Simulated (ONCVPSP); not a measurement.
**Tl: excitation energies, all-electron against ONCV**

* Element: thallium (Tl)
* Generator: ONCVPSP 4.0.1
* Type: optimised norm-conserving Vanderbilt (ONCV)
* Functional: PBEsol
* Relativity: scalar-relativistic
* Frozen core: [Kr] 4d10 4f14
* Valence charge: 21
* Reference configuration: 5s2 5p6 5d10 6s2 (charge +1)
* Partial waves: 5s+6s: rc 1.35 bohr, ncon 3, nbas 7, qcut 8.2 1/bohr, 3 projectors, debl 2.4 Ha; 5p: rc 1.65 bohr, ncon 4, nbas 8, qcut 7.5 1/bohr, 2 projectors, debl 0.8 Ha; 5d: rc 1.80 bohr, ncon 4, nbas 8, qcut 8.4 1/bohr, 2 projectors, debl 0.4 Ha; f scattering state at 0.02 Ha: rc 1.85 bohr, ncon 4, nbas 7, qcut 5.3 1/bohr, 1 projector
* Local potential: polynomial inside 1.10 bohr (lpopt 4, dvloc0 0 Ha)
* Core correction: Teter function fitted to the true core (icmod 2), fcfact 0.2

In the p channel the program set the typed energies aside and used -3.065, 0.250 Ha. In the d channel the program set the typed energies aside and used -0.837, 0.250 Ha.

Energies are relative to the spin-unpolarised reference configuration 5s2 5p6 5d10 6s2; without spin polarisation the order of configurations can differ from experiment.

```tsv
valence configuration	charge	ΔE all-electron (eV)	error AE − PS (meV)
5s2 5p6 5d10 6s2 6p1	0	-5.148	+2.5
5s2 5p6 5d10 6s1	+2	20.844	-9.0
5s2 5p6 5d10 6s0	+3	51.007	-28
```

What are ΔE and the potential's error for 5s2 5p6 5d10 6s1 6p1?

ΔE = 8.365 eV all-electron; the error (AE − PS) is -2.3 meV.

Levels in the configuration 5s2 5p6 5d10 6s1 6p1:

| level | all-electron (eV) | pseudo (eV) |
| --- | --- | --- |
| 5s | -140.290 | -140.312 |
| 5p | -85.345 | -85.351 |
| 5d | -24.587 | -24.585 |
| 6s | -17.638 | -17.640 |
| 6p | -9.126 | -9.127 |
